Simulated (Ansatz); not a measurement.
The same path of ClGaH2O2 (6 atoms, charge 0, multiplicity 1) was run 3 times with different band settings. The coordinate that changes most is the angle H5–O1–Ga2.

Level of theory: RKS B3LYP-D4/def2-SVP (Ansatz 0.2.0).

Relaxed end points:

```xyz
6
Properties=species:S:1:pos:R:3
O -0.728 1.214 -0.755
Ga -0.176 -0.409 -0.271
O 0.961 -0.759 1.055
Cl -0.939 -2.069 -1.369
H -0.368 1.941 -0.231
H 1.292 0.017 1.525
```

```xyz
6
Properties=species:S:1:pos:R:3
O -0.311 1.457 -0.207
Ga -0.079 -0.306 -0.140
O 1.017 -1.004 1.067
Cl -1.093 -1.622 -1.494
H -0.921 1.744 -0.900
H 1.429 -0.332 1.629
```

Common settings: movable images 5; climbing image yes; spring 5.0 eV/Å²; start path IDPP; force threshold 0.05 eV/Å; end points relaxed.

| run | optimiser | iteration limit | largest step |
| --- | --- | --- | --- |
| 1 | quadratic models (default) | 56 | default |
| 2 | fire | 53 | 0.02 Å |
| 3 | quadratic models (default) | 10 | default |

**Question.** What does each run give, and how far can it be trusted?

**Answer.** Run 1: converged after 5 iterations, highest image 0.319 eV above the first end. A vibrational analysis at the climbing image gives 2 clearly imaginary modes (642i, 519i cm⁻¹): a point of higher order, so a lower path passes nearby.
Run 2: not converged after 53 iterations, highest image 0.148 eV above the first end. The band didn't meet its force threshold, so its energies are provisional: the largest band force was still 0.29 eV/Å, and over the last iterations the top moved between 0.15 and 0.17 eV.
Run 3: converged after 5 iterations, highest image 0.319 eV above the first end. Another band between the same ends (5 images) ends at a top of the same energy, where a vibrational analysis finds 2 clearly imaginary modes.
